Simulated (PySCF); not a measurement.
**Radial density of In⁺ (indium, charge +1)**

UHF, [Kr] 4d10 5s2, closed-shell 1S. Calculation: PySCF 2.14, in cc-pVDZ-PP with ECP28MDF (4s3p2d, 23 functions); scalar relativity through the core potential. This is the valence pseudo-density: the core potential removes the inner electrons and smooths the orbitals near the nucleus.

```tsv
r (bohr)	4πr²ρ (e/bohr)
0.0165	1.871e-05
0.0278	4.670e-05
0.0468	0.0001081
0.0787	0.0004292
0.132	0.004915
0.223	0.07857
0.375	1.657
0.630	15.72
1.06	17.26
1.78	3.894
3.00	0.7760
5.04	0.05634
8.48	0.0002890
```

Energies and moments cover only the electrons outside the core potential.
